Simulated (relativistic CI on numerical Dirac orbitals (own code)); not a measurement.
## Radial parameters of Pd VIII

These numbers are calculated, not measured: Dirac-Coulomb-Breit CI, orbitals from a KLI potential per configuration, model QED, unscaled Slater integrals (own radial code, finite nucleus).

Slater integrals F^k, G^k are unscaled and averaged over j, outside the closed core [Ar] 3d10; ζ comes from projecting the Hamiltonian with its Breit term on Σ l·s of the shell.

- 4s²4p⁶4d³: F^2(4d,4d) = 90195, F^4(4d,4d) = 60337, ζ(4d) = 2264.3 cm⁻¹; <r>(4d) = 1.131, <r^2>(4d) = 1.47 (bohr units).
- 4s²4p⁶4d²5s: F^2(4d,4d) = 91402, F^4(4d,4d) = 61194, ζ(4d) = 2375.3, G^2(4d,5s) = 18038 cm⁻¹; <r>(4d) = 1.115, <r^2>(4d) = 1.43, <r>(5s) = 1.92, <r^2>(5s) = 4.106 (bohr units).
- 4s²4p⁶4d²4f: F^2(4d,4d) = 90650, F^4(4d,4d) = 60641, ζ(4d) = 2338.3, F^2(4d,4f) = 69986, F^4(4d,4f) = 44541, G^1(4d,4f) = 83803, G^3(4d,4f) = 51706, G^5(4d,4f) = 36346, ζ(4f) = -24.951 cm⁻¹; <r>(4d) = 1.124, <r^2>(4d) = 1.454, <r>(4f) = 1.565, <r^2>(4f) = 2.877 (bohr units).

Q: Give the Racah parameters of the d shell in 4s²4p⁶4d³.

A: B = F²/49 − 5F⁴/441 = 1157 cm⁻¹ and C = 35F⁴/441 = 4789 cm⁻¹.

In this model ζ of a weakly bound d, f or g electron outside closed shells comes out too small, for d by up to a factor of two or three and at times with the wrong sign; that of an outer p electron is too small as well.

Averages of the first 10 configurations, taken without configuration mixing, which lowers the lowest level and can move excited configurations by several eV; other configurations of the list can lie among them:

| Configuration | Parity | States | Average energy above the lowest level (eV) |
| --- | --- | --- | --- |
| 4s²4p⁶4d³ | even | 120 | 3.9 |
| 4s²4p⁶4d²5s | even | 90 | 35.8 |
| 4s²4p⁶4d²4f | odd | 630 | 58.2 |
| 4s²4p⁵4d⁴ | odd | 1260 | 61.1 |
| 4s²4p⁶4d²5p | odd | 270 | 47.4 |
| 4s4p⁶4d⁴ | even | 420 | 102.8 |
| 4s²4p⁶4d5s5p | odd | 120 | 82.0 |
| 4s²4p⁶4d²5d | even | 450 | 64.8 |
| 4s²4p⁶4d4f5s | odd | 280 | 92.2 |
| 4s²4p⁶4d²6s | even | 90 | 73.4 |
